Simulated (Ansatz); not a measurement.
`[F][Ta](=[S])([Cl])[Cl]` + NH₃ → `[NH2][Ta]([F])(=[S])[Cl]` + HCl at 600 K and 1 bar (ligand exchange at a Ta–Cl bond).

Isolated molecules relaxed with PBE0-D4/def2-TZVP in Ansatz; ΔE leaves out vibrations. CBS: MP2 limit from def2 TZ/QZ plus the TZ coupled-cluster correction, frozen cores. This one scheme is used for every species. def2 core potentials past Kr. For Ta outer-core shells are correlated without core-valence functions, which leaves a few kJ/mol of doubt a bond. Each species was taken in one conformer, which may not be the lowest.

```csv
species,CCSD(T)/CBS energy (Eh),H − E (kJ/mol),S (J/(mol·K))
`[F][Ta](=[S])([Cl])[Cl]`,-1474.26538,67.8,440.8
NH₃,-56.50880,112.4,219.5
`[NH2][Ta]([F])(=[S])[Cl]`,-1070.37365,138.1,453.0
HCl,-460.38127,35.4,207.2
```

H − E and S are ideal-gas, rigid-rotor, harmonic terms from PBE0-D4/def2-TZVP, for one conformer and one mirror image of each species. 1 Eh = 2625.50 kJ/mol, R = 8.31446 J/(mol·K).

Problem. By hand: ΔE, ΔH, ΔS and ΔG.

Solution. ΔE = (-1070.37365) + (-460.38127) − (-1474.26538) − (-56.50880) = 0.01926 Eh = 50.6 kJ/mol. Δ(H − E) = 138.1 + 35.4 − 67.8 − 112.4 = -6.7, so ΔH = 43.9 kJ/mol. ΔS = 453.0 + 207.2 − 440.8 − 219.5 = -0.1 J/(mol·K). ΔG = 43.9 − 600 × (-0.1)/1000 = 44.0 kJ/mol.

Problem. By hand: the equilibrium constant, and the temperature at which ΔG would vanish if ΔH and ΔS stayed fixed.

Solution. log₁₀ K = −ΔG/(RT ln 10) = -3.8. ΔH and −TΔS have one sign here, so there is no such temperature. One of them is within its doubt of zero, so this could turn.

The number of gas molecules stays the same, so ΔS is small and ΔH decides. A doubt of 5 kJ/mol in ΔE shifts log₁₀ K by 0.4 here. Other conformers and mirror images would add mixing entropy, several J/(mol·K) or more a flexible species. These are equilibria of isolated gas molecules and say nothing of rates. Largest T1 diagnostic: 0.020 (customary marks: 0.02 for closed shells, 0.045 for open ones).
